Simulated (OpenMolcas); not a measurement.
Exact exchange and the HOMO–LUMO gap of C2H7BO

The species is C2H7BO (11 atoms), meant as a singlet with charge 0. SMILES: `CCBO`. Geometry: relaxed at PBE0-D4/def2-TZVP. This is one conformer, not always the lowest.

The HOMO–LUMO gap y, in eV, basis def2-SVP; a is the functional's share of exact exchange. Programs: OpenMolcas 26.06.

| functional | program | a | y (eV) |
| --- | --- | --- | --- |
| r2SCAN | OpenMolcas | 0 | 6.76 |
| BLYP | OpenMolcas | 0 | 6.10 |
| B3LYP | OpenMolcas | 0.2 | 8.10 |
| PBE0 | OpenMolcas | 0.25 | ? |
| BHLYP | OpenMolcas | 0.5 | 11.04 |

Fit y = c + s·a to the known rows and predict PBE0.


1. Means of the 4 rows: a = 0.1750, y = 8.000.
2. Σ(Δa)² = 0.1675, Σ(Δa·Δy) = 1.54, so the slope is 1.54/0.1675 = 9.194.
3. Intercept: 8.000 − (9.194) × 0.1750 = 6.391. The largest residual of the fit is 0.37.
4. PBE0: 6.391 + (9.194) × 0.25 = 8.69 eV.

The run gave 8.55 eV, so the prediction is off by +0.14 eV, within the largest residual. Exact exchange lowers occupied levels and raises empty ones. The rows mix families of semi-local functionals, which the line can't see.
